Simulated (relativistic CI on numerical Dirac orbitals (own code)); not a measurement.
## Magnetism of Nb⁺, 4d4, in a crystal field

Calculated by Dirac-Coulomb-Breit CI, KLI orbitals optimised for each configuration, a model potential for QED, valence Slater integrals scaled by 0.9, one configuration in a parametric crystal field (own radial code). With so little scaling, terms lie 10 to 35 % too far apart, which can change the order of excited levels.

Field parameters in Wybourne normalisation: D4h B²₀ = −7Ds, B⁴₀ = 21(Dq − Dt), B⁴₄ = 21√(5/14) Dq; Oh B⁴₀ = 21Dq, B⁴₄ = √(5/14) B⁴₀; Td as Oh with Dq negative (B⁴₀ = 21Dq, B⁴₄ = √(5/14) B⁴₀). The field is a parameter set, without covalency.

S is read from ⟨S²⟩ = S(S + 1).

Powder χT (cm³ K mol⁻¹) by Van Vleck's formula, with temperature-independent terms:

```
                                     Field     2 K    5 K   10 K   20 K  50 K  100 K  200 K  300 K
D4h, 10Dq = 8000, Ds = 2500, Dt = -60 cm⁻¹    1.87   2.01   2.23   2.53  2.78   2.85   2.88    2.9
                      Oh, 10Dq = 8950 cm⁻¹   0.241  0.602   1.18   1.96  2.61   2.78   2.85   2.87
                     Oh, 10Dq = 11300 cm⁻¹   0.126  0.315  0.629   1.23  2.22   2.63   2.79   2.83
                     Td, 10Dq = -2550 cm⁻¹  0.0646  0.161  0.323  0.635   1.2   1.53    1.9   2.16
                     Td, 10Dq = -2900 cm⁻¹  0.0705  0.176  0.353  0.689  1.25   1.56   1.92   2.19
                     Td, 10Dq = -5200 cm⁻¹  0.0949  0.237  0.474  0.889  1.41   1.67   2.01   2.27
                     Td, 10Dq = -7100 cm⁻¹  0.0944  0.236  0.471  0.891  1.43   1.69   2.03   2.28
                     Td, 10Dq = -8400 cm⁻¹  0.0784  0.196  0.392  0.767  1.38   1.68   2.01   2.27
```

For Td, 10Dq = -2900 cm⁻¹: what effective moment follows at 300 K?

μ_eff = √(8χT) = 4.18 μB. The ground level has S = 2.00; the spin-only moment for S = 2 is 4.90 μB. The difference comes from the orbital moment, spin-orbit mixing of terms and temperature-independent paramagnetism, all larger in this ionic model than in covalent complexes.
